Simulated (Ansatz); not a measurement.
Basis sets compared for CdCl₄. Charge 0, multiplicity 1. Geometry PBE0-D4/def2-SVP. Ansatz on 4 threads of Arm Neoverse V2 on a shared host; times are rough, and most runs start from earlier orbitals.

| atom | x (Å) | y (Å) | z (Å) |
| --- | --- | --- | --- |
| Cd1 | 0.4947 | -0.4746 | 0.9903 |
| Cl2 | -1.5231 | -1.0786 | 1.8721 |
| Cl3 | -0.8663 | 1.6599 | -1.1192 |
| Cl4 | 2.6150 | 0.0323 | 0.3113 |
| Cl5 | -0.7203 | -0.1390 | -2.0545 |

In the def2 sets Cd takes a core potential; there is no spin–orbit coupling. In the singlet, Cl3 and Cl5 lie 2.03 Å apart (atoms count from 1), so these atoms are partly bonded to each other. Another isomer (singlet) lies 0.13 eV lower at PBE-D4/def2-SVP; other spin states weren't run for this one.

Binding counts from free atoms (Cd singlet, Cl doublet) in the same basis, without a counterpoise term.

```
           level  functions  energy (Eh)  HOMO (eV)  LUMO (eV)  binding per atom (eV)  wall time
 PBE-D4/def2-SVP        103   -2007.2582      -6.99      -5.10                   1.76     0.85 s
PBE0-D4/def2-SVP        103   -2007.3989      -8.41      -4.13                   1.69      1.3 s
```

(1) Estimate the rows for PBE-D4/def2-TZVP (with forces), PBE0-D4/def2-TZVP.

Results:

(1) 
```tsv
level	functions	energy (Eh)	HOMO (eV)	LUMO (eV)	binding per atom (eV)	wall time
PBE-D4/def2-TZVP (with forces)	188	-2007.9474	-7.30	-5.18	1.77	2 s
PBE0-D4/def2-TZVP	188	-2008.0793	-8.68	-4.15	1.71	3.3 s
```
